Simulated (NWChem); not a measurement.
Species: CF2I cation

```xyz
4

F      0.0000    -1.0530     1.9029
C      0.0000     0.0000     1.2272
F      0.0000     1.0530     1.9029
I      0.0000     0.0000    -0.7718
```
Atoms are numbered in this order, from 1.

Level: PBE0/def2-SVP with def2 effective core potentials on I (NWChem), optimised geometry, unscaled harmonic frequencies. def2 effective core potentials on I; no spin-orbit coupling.

**Question.** List the harmonic frequencies with IR intensities, and the thermochemistry.

**Answer.** 
```csv
frequency (cm⁻¹),IR intensity (km/mol)
313,1.1
363,0.7
581,7.4
735,34.2
1399,668.2
1552,278.4
```

```json
{
 "zero_point_energy": "7.1 kcal/mol",
 "thermal correction to the enthalpy at 298.15 K (with zero-point energy)": "10.1 kcal/mol",
 "heat capacity Cv": "11.2 cal/(mol K)",
 "entropy at 298.15 K and 1 atm (symmetry number 2)": "69.5 cal/(mol K)"
}
```

Rigid rotor and harmonic oscillator.
